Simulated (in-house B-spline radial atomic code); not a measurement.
Values are calculated unless marked as measured or tabulated.
## Stopping of slow ions oscillates with Z: Li to Mg at r_s = 3.6

A nucleus sits in a uniform electron gas with a rigid positive background. The Kohn-Sham equations are solved self-consistently in the spin-unpolarised LDA (PW92), non-relativistic, on B-splines with outgoing waves at the boundary and partial waves to l = 8. The model has no lattice, no bands and no magnetic solution. Atomic units; δ_l are the phase shifts at the Fermi level, counted so that each bound state adds π, and good to about 0.0005.

The density parameter is r_s = 3.6 bohr. The friction coefficient Q = n k_F σ_tr gives dE/dx = Q v for slow ions. Some elements are left out of the table, so an extreme may lie at one of them.

```tsv
ion	δ0/π	δ1/π	δ2/π	δ3/π	σ_tr (bohr²)	Q (a.u.)
Li	1.066	0.148	-0.000	-0.001	20.75	0.0566
Be	1.312	0.246	-0.008	-0.001	47.18	0.1287
B	1.467	0.370	-0.014	-0.001	81.34	0.2219
C	1.551	0.513	-0.017	-0.001	88.64	0.2418
N	1.603	0.659	-0.016	-0.000	66.05	0.1802
O	1.655	0.796	-0.009	0.001	37.51	0.1023
F	1.747	0.909	0.003	0.001	18.04	0.0492
Ne	1.902	1.008	0.014	0.001	4.99	0.0136
Mg	2.265	1.222	0.014	-0.000	33.78	0.0921
```

Question: Where are the largest and smallest frictions, and what do the phase shifts say there?

Answer: Largest: C, Q = 0.2418; smallest: Ne, Q = 0.0136, a ratio of 17.8. For the largest δ1/π = 0.51: the p resonance is about half filled and sits at the Fermi level, where it scatters most. For the smallest the differences δ_l − δ_(l+1), measured from the nearest multiple of π, are 0.11π, 0.01π, 0.01π; σ_tr grows with the sines of these.

Question: At equal speed, Lindhard and Scharff's formula, with silicon as an example target, scales as Z^(7/6)/(Z^(2/3) + 14^(2/3))^(3/2). How does its rise from the first ion to the last compare?

Answer: It rises smoothly by 0.4943/0.1626 = 3.04, while Q changes by 0.092/0.057 = 1.63. The statistical formula averages over shells, so it can't show the oscillation.
